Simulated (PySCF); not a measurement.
**Structure elucidation problem**

Molecular formula: C$_{4}$H$_{6}$FNSi. Simulated spectra:

¹H NMR (400 MHz, computed): δ 5.73 (m, 1H), 5.34 (d, 2H), 2.76 (s, 1H), -0.08 (br s, 2H).

¹³C{¹H} NMR (computed): δ 160.5 (C), 122.1 (CH), 88.8 (CH), 80.8 (C).

PySCF 2.14 calculation with GIAO PBE0/pcSseg-1 shieldings and geometry from GFN2-xTB; relativity neglected, a single conformation, isolated molecule, fast rotation and ring inversion assumed for equivalent nuclei.

Shifts are taken against calculated references (same method and geometry level): ¹H (σref 31.72) and ¹³C (σref 186.93) against TMS.

**Question.** Choose the structure that fits.
A. C=C(C#N)C[SiH2]F
B. C#C/C(F)=C/[SiH2]N
C. C#C/C=C\[Si@@H](N)F

**Answer.** B. 

1. The formula gives 3 degrees of unsaturation (no ring in the answer).
2. 4 carbon signals for 4 carbons: no two carbons are equivalent.
3. Carbon types of the structure: 2 × C, 2 × CH, leaving 4 H on heteroatoms.
4. δC 160.5: fully substituted alkene carbon; as expected for a trigonal carbon in a double bond.
5. δC 122.1: alkene CH; the olefinic region.
6. δC 88.8: terminal alkyne carbon; the triple bond shields along its axis, which puts it between sp3 and sp2 carbons.
7. δC 80.8: alkyne carbon; the triple bond shields along its axis, which puts it between sp3 and sp2 carbons.
8. δH 2.76: hydrogen on a terminal alkyne carbon; it lies on the axis of the triple bond, in its shielding cone.

The others: C=C(C#N)C[SiH2]F would give 4 signals for carbon-bound and other non-exchanging H, not 3; C#C/C=C\[Si@@H](N)F would give 4 signals for carbon-bound and other non-exchanging H, not 3.

OH and NH positions are those of a molecule without intermolecular hydrogen bonds; in solution they move with solvent, concentration and temperature, and exchange usually removes their couplings. Splittings by ¹⁹F in the carbon and heteronuclear signals aren't shown, as no couplings were computed. Shifts are as computed. Against solution values, carbons near 30 ppm lie about +3 ppm off and those near 130 ppm about +5 ppm. Of 1309 compounds with measured shifts, 239 miss one by over three times the rms of a fit or turn the order of signals round; such compounds aren't used in these exercises. No couplings were computed; multiplicities are counted from neighbouring protons, with m where these are inequivalent, close in shift, in a saturated or five-membered ring or joined by F or P, and br s for small geminal =CH2 splittings.
